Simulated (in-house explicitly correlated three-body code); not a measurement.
Values are calculated unless marked as measured or tabulated.
## Two electrons around a charge Z: the exact Kohn-Sham energy parts

The exact non-relativistic ground state comes from a variational code in 260 exponentially correlated functions, the Kohn-Sham parts from inverting its density (past Z = 6 the correlation energy is taken as exact minus Hartree-Fock, equal to within microhartrees), and self-consistent runs (Hartree-Fock is restricted) from a B-spline radial code. Z may be fractional; the second electron is bound down to Z = 0.911.

E_c tends to a constant and T_c to −E_c as Z grows.

```
    Z      E (Eh)  E_x (Eh)  E_c (mEh)  T_c (mEh)  −T_c/E_c  binding (eV)
0.915   -0.419604  -0.30401     -48.12      25.41     0.528       0.02697
1.105   -0.682701  -0.45462     -40.68      29.57     0.727         1.964
 1.23   -0.896453  -0.53701     -40.47      31.12     0.769          3.81
 1.42   -1.281517  -0.65885     -40.78      32.98     0.809         7.437
 1.78   -2.209238  -0.88632     -41.64      35.51     0.853         17.01
 1.98   -2.836591  -1.01201     -42.07      36.55     0.869         23.85
 2.28           ?         ?          ?          ?         ?             ?
 2.72   -5.853054  -1.47580     -43.21      39.16     0.906         58.61
 3.36   -9.344789  -1.87632     -43.84      40.53     0.925         100.7
 3.82           ?         ?          ?          ?         ?             ?
  4.5  -17.593290  -2.58930     -44.53      42.04     0.944         203.2
  5.2  -23.946035  -3.02698     -44.81      42.65     0.952         283.7
```

Q: What belongs in the row Z = 2.28?

A: E (Eh): -3.927541; E_x (Eh): -1.20019; E_c (mEh): -42.60; T_c (mEh): 37.80; −T_c/E_c: 0.887; binding (eV): 36.15.

Q: What belongs in the row Z = 3.82?

A: E (Eh): -12.360372; E_x (Eh): -2.16405; E_c (mEh): -44.17; T_c (mEh): 41.25; −T_c/E_c: 0.934; binding (eV): 137.8.

Q: Where is correlation strongest relative to exchange?

A: E_c/E_x falls from 0.158 at Z = 0.915 to 0.0148 at Z = 5.2, since exchange grows as Z while correlation stays near −0.045 hartree. The smaller −T_c/E_c at low Z marks the more static, in-out correlation of a loosely bound pair.
